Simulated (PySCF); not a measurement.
## Electron correlation in C²⁺ (carbon, charge +2)

[He] 2s2, closed-shell 1S. Calculation: PySCF 2.14, in jorge-DZP-DKH; the spin-free X2C one-electron Hamiltonian (Gaussian nucleus). Frozen: 1s2; 2 electrons correlated.

Total MP2 correlation energy: -40.05 mhartree.

Same-spin part 0.00 and opposite-spin part -40.05 mhartree; SCS-MP2 scales them by 1/3 and 6/5 to -48.05 mhartree.

With two correlated electrons CCSD is exact within the correlated space (frozen core and kept virtual orbitals).

```
level  correlation energy (mhartree)
 CCSD                         -72.15
```

Diagnostics: T1 = 0.0081, D1 = 0.0115, largest double amplitude 0.157.

Task: Is a single reference adequate?

Result: Not fully. A double-excitation amplitude exceeds 0.15, a sign of near-degeneracy.
